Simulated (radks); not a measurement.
Coulomb parameter of the 4f shell of the terbium ion Tb2+ in the model configuration [Xe] 4f7.5 6s1.5, as a second difference U = [E(n + 0.5) + E(n - 0.5) - 2 E(n)] / (0.5)^2 with all orbitals relaxed. "Bare": the charge of the atom changes with n. "Screened": the 6s shell takes up the change at fixed total charge, which measures U(4f,4f) + U(6s,6s) - 2 U(4f,6s). Method: Dirac Kohn-Sham, PBE, spin-unpolarised, spherical densities, finite nucleus; open shells are shared between the two j in proportion to 2j + 1; Fermi nuclear charge, rms radius 5.06 fm; computed with a radial shooting solver on a logarithmic mesh with Libxc functionals.

case,configuration,E - E(n) (eV)
start,[Xe] 4f7.5 6s1.5,0.000
bare +0.5,[Xe] 4f8 6s1.5,-12.930
bare -0.5,[Xe] 4f7 6s1.5,17.570
screened +0.5,[Xe] 4f8 6s1,-5.516
screened -0.5,[Xe] 4f7 6s2,7.558

U(bare) = 18.560 eV, U(screened by 6s) = 8.165 eV.
